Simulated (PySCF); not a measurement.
PySCF job for CH2ClFO2Si, SMILES F[Si@H](OC=O)Cl, TDDFT-PBE/def2-SVPD. Geometry: B3LYP-D3(BJ)/def2-SVP. The structure was generated by enumeration; whether it is a known compound was not checked. Other conformers were not sampled.

```python
import numpy as np
from pyscf import gto, scf, dft, tdscf

mol = gto.M(
    atom='''
    O     1.96245230    0.39630939    0.91742906
    C     2.02360311   -0.25297581   -0.08351488
    O     0.95443304   -0.76022989   -0.74127627
    Si   -0.65774551   -0.54515688   -0.30879743
    F    -0.90870877   -1.16943727    1.15271061
    Cl   -1.15381147    1.43565797   -0.29658130
    H     2.95951144   -0.53015813   -0.61126325
    H    -1.43460193   -1.28967644   -1.30621926
    ''',
    basis='def2-SVPD',
    charge=0,
    spin=0,
    max_memory=1600,
    verbose=4,
)
mf = dft.RKS(mol, xc='pbe').density_fit(auxbasis='def2-universal-jkfit')
mf.grids.level = 3
mf.conv_tol = 1e-9
mf.max_cycle = 100
mf.kernel()
mf.grids = dft.Grids(mol).set(level=1).build(with_non0tab=True)  # coarser grid for the response kernel
td = tdscf.TDDFT(mf)
td.singlet = True
td.nstates = 10
td.conv_tol = 1e-4
td.positive_eig_threshold = 1e-6
td.kernel(x0=td.get_init_guess(mf, 15))
td.analyze()
tt = tdscf.TDA(mf)
tt.singlet = False
tt.nstates = 4
tt.conv_tol = 1e-4
tt.positive_eig_threshold = 1e-6
tt.kernel(x0=tt.get_init_guess(mf, 9))
tt.analyze(verbose=3)
```

Log of the run:

```
PySCF version 2.14.0

[INPUT] verbose = 4
[INPUT] num. atoms = 8
[INPUT] num. electrons = 64
[INPUT] charge = 0
[INPUT] spin (= nelec alpha-beta = 2S) = 0
[INPUT] symmetry False subgroup None
[INPUT] Mole.unit = angstrom
[INPUT] Symbol           X                Y                Z      unit          X                Y                Z       unit  Magmom
[INPUT]  1 O      1.962452300000   0.396309390000   0.917429060000 AA    3.708497379523   0.748916207693   1.733689662117 Bohr   0.0
[INPUT]  2 C      2.023603110000  -0.252975810000  -0.083514880000 AA    3.824055662718  -0.478054997040  -0.157820250526 Bohr   0.0
[INPUT]  3 O      0.954433040000  -0.760229890000  -0.741276270000 AA    1.803617049836  -1.436626283808  -1.400809132939 Bohr   0.0
[INPUT]  4 Si    -0.657745510000  -0.545156880000  -0.308797430000 AA   -1.242958873562  -1.030197198122  -0.583542570670 Bohr   0.0
[INPUT]  5 F     -0.908708770000  -1.169437270000   1.152710610000 AA   -1.717210702290  -2.209916160159   2.178307353780 Bohr   0.0
[INPUT]  6 Cl    -1.153811470000   1.435657970000  -0.296581300000 AA   -2.180387677682   2.713000371849  -0.560457430667 Bohr   0.0
[INPUT]  7 H      2.959511440000  -0.530158130000  -0.611263250000 AA    5.592666084117  -1.001853668412  -1.155120132512 Bohr   0.0
[INPUT]  8 H     -1.434601930000  -1.289676440000  -1.306219260000 AA   -2.711004745472  -2.437135260904  -2.468396660032 Bohr   0.0

nuclear repulsion = 375.41941729484
number of shells = 64
number of NR pGTOs = 236
number of NR cGTOs = 156
basis = def2-SVPD
ecp = {}


[settings echo left out]
init E= -1039.03813255276
  HOMO = -0.343707913292193  LUMO = -0.104722942630602  gap/eV = 6.50311
cycle= 1 E= -1038.17755447688  delta_E= 0.861  |g|= 1.06  |ddm|= 4.09
  HOMO = -0.115800778446499  LUMO = -0.0330423731114973  gap/eV = 2.25197
cycle= 2 E= -1037.06591945397  delta_E= 1.11  |g|= 2.55  |ddm|= 3.82
  HOMO = -0.288728548543369  LUMO = -0.0813274074979149  gap/eV = 5.64367
cycle= 3 E= -1038.3368618149  delta_E= -1.27  |g|= 0.523  |ddm|= 3.07
  HOMO = -0.267566740267995  LUMO = -0.0788757368281972  gap/eV = 5.13454
cycle= 4 E= -1038.3872104114  delta_E= -0.0503  |g|= 0.166  |ddm|= 0.521
  HOMO = -0.266233505908166  LUMO = -0.0786465561409009  gap/eV = 5.10450
cycle= 5 E= -1038.39181959126  delta_E= -0.00461  |g|= 0.05  |ddm|= 0.187
  HOMO = -0.267280208425431  LUMO = -0.0791262093694818  gap/eV = 5.11993
cycle= 6 E= -1038.39241374597  delta_E= -0.000594  |g|= 0.0132  |ddm|= 0.0762
  HOMO = -0.267151433435562  LUMO = -0.0788271243632823  gap/eV = 5.12457
cycle= 7 E= -1038.39246173814  delta_E= -4.8e-05  |g|= 0.00366  |ddm|= 0.0206
  HOMO = -0.267433648879156  LUMO = -0.0789209001199915  gap/eV = 5.12969
cycle= 8 E= -1038.3924642099  delta_E= -2.47e-06  |g|= 0.00162  |ddm|= 0.0044
  HOMO = -0.267437550354511  LUMO = -0.0789450698526357  gap/eV = 5.12914
cycle= 9 E= -1038.39246468332  delta_E= -4.73e-07  |g|= 0.000369  |ddm|= 0.00172
  HOMO = -0.267455060453094  LUMO = -0.0789521378038547  gap/eV = 5.12943
cycle= 10 E= -1038.3924647129  delta_E= -2.96e-08  |g|= 6.72e-05  |ddm|= 0.000598
  HOMO = -0.267454902834201  LUMO = -0.0789505839900912  gap/eV = 5.12946
cycle= 11 E= -1038.39246471418  delta_E= -1.28e-09  |g|= 2.63e-05  |ddm|= 0.000161
  HOMO = -0.267455320136989  LUMO = -0.0789516431796971  gap/eV = 5.12945
cycle= 12 E= -1038.39246471433  delta_E= -1.47e-10  |g|= 5.76e-06  |ddm|= 3.95e-05
  HOMO = -0.267453739216898  LUMO = -0.0789499420426996  gap/eV = 5.12945
Extra cycle  E= -1038.39246471432  delta_E= 5.23e-12  |g|= 7.96e-06  |ddm|= 1.63e-05
converged SCF energy = -1038.39246471432
tot grids = 38512
Overwritten attributes  positive_eig_threshold  of <class 'pyscf.tdscf.rks.CasidaTDDFT'>


******** <class 'pyscf.tdscf.rks.CasidaTDDFT'> for <class 'pyscf.df.df_jk.DFRKS'> ********
nstates = 10 singlet
deg_eia_thresh = 1.000e-03
wfnsym = None
conv_tol = 0.0001
eigh lindep = 1e-12
eigh level_shift = 0
eigh max_cycle = 100


Excitation energies (eV)
[5.32811397 6.43611377 6.5281342  6.59097507 6.94509321 7.19792443
 7.36202901 7.39989243 7.64652454 7.89254993]

** Singlet excitation energies and oscillator strengths **
Excited State   1:      5.32811 eV    232.70 nm  f=0.0014
      32 -> 33        0.70621
Excited State   2:      6.43611 eV    192.64 nm  f=0.0012
      30 -> 33        0.67486
      31 -> 33        0.20215
Excited State   3:      6.52813 eV    189.92 nm  f=0.0114
      29 -> 33       -0.27493
      30 -> 33        0.19170
      31 -> 33       -0.60388
      32 -> 34        0.12400
Excited State   4:      6.59098 eV    188.11 nm  f=0.0020
      32 -> 34        0.69404
Excited State   5:      6.94509 eV    178.52 nm  f=0.0076
      32 -> 35        0.69699
Excited State   6:      7.19792 eV    172.25 nm  f=0.0046
      29 -> 33        0.29499
      32 -> 36        0.62664
Excited State   7:      7.36203 eV    168.41 nm  f=0.0017
      28 -> 33       -0.68928
      32 -> 37       -0.11211
Excited State   8:      7.39989 eV    167.55 nm  f=0.0157
      28 -> 33        0.10908
      32 -> 37       -0.69672
Excited State   9:      7.64652 eV    162.14 nm  f=0.0423
      27 -> 33       -0.62124
      29 -> 33       -0.23159
      31 -> 33        0.10869
      32 -> 36        0.17244
Excited State  10:      7.89255 eV    157.09 nm  f=0.1143
      27 -> 33       -0.29156
      29 -> 33        0.37662
      29 -> 35        0.13508
      30 -> 34        0.11382
      31 -> 33       -0.18713
      31 -> 34        0.10118
      31 -> 35       -0.20406
      32 -> 36       -0.19898
      32 -> 38        0.26651

** Transition electric dipole moments (AU) **
state          X           Y           Z        Dip. S.      Osc.
  1        -0.0306     -0.0906      0.0358      0.0104      0.0014
  2        -0.0487     -0.0706     -0.0165      0.0076      0.0012
  3        -0.2477      0.0916     -0.0395      0.0713      0.0114
  4         0.1111      0.0108      0.0123      0.0126      0.0020
  5        -0.2036     -0.0070     -0.0572      0.0448      0.0076
  6         0.1591      0.0169      0.0217      0.0261      0.0046
  7        -0.0256      0.0776     -0.0498      0.0092      0.0017
  8         0.2423     -0.0721     -0.1500      0.0864      0.0157
  9         0.4303     -0.0183      0.2007      0.2258      0.0423
 10        -0.7535     -0.0483     -0.1446      0.5910      0.1143

** Transition velocity dipole moments (imaginary part, AU) **
state          X           Y           Z        Dip. S.      Osc.
  1        -0.0060     -0.0195      0.0084      0.0005      0.0017
  2        -0.0106     -0.0170     -0.0026      0.0004      0.0011
  3        -0.0577      0.0216     -0.0090      0.0039      0.0108
  4         0.0267      0.0026      0.0042      0.0007      0.0020
  5        -0.0537     -0.0015     -0.0157      0.0031      0.0082
  6         0.0447      0.0042      0.0056      0.0020      0.0052
  7        -0.0082      0.0220     -0.0113      0.0007      0.0017
  8         0.0665     -0.0172     -0.0387      0.0062      0.0152
  9         0.1192     -0.0092      0.0546      0.0173      0.0410
 10        -0.2180     -0.0131     -0.0402      0.0493      0.1133

** Transition magnetic dipole moments (imaginary part, AU) **
state          X           Y           Z
  1         0.1107      0.4398      0.7478
  2         0.2959     -0.0500     -0.1691
  3         0.0215     -0.2835      0.3329
  4         0.0316     -0.5020      0.3250
  5         0.1230     -0.5315     -0.1999
  6        -0.0069     -0.2249     -0.1277
  7         0.2656      0.2461      0.2918
  8         0.0316      0.0190     -0.5355
  9         0.6020      0.4145     -0.3237
 10         0.1131     -0.8378      0.8249
Overwritten attributes  positive_eig_threshold  of <class 'pyscf.tdscf.rks.TDA'>


******** <class 'pyscf.tdscf.rks.TDA'> for <class 'pyscf.df.df_jk.DFRKS'> ********
nstates = 4 triplet
deg_eia_thresh = 1.000e-03
wfnsym = None
conv_tol = 0.0001
eigh lindep = 1e-12
eigh level_shift = 0
eigh max_cycle = 100


Excitation energies (eV)
[4.79392454 5.93517539 6.36589931 6.52747553]

** Triplet excitation energies and oscillator strengths **
Excited State   1:      4.79392 eV    258.63 nm  f=0.0000
Excited State   2:      5.93518 eV    208.90 nm  f=0.0000
Excited State   3:      6.36590 eV    194.76 nm  f=0.0000
Excited State   4:      6.52748 eV    189.94 nm  f=0.0000
```

Self-consistency was reached.

Cost: about 50 core-seconds (a rough figure).
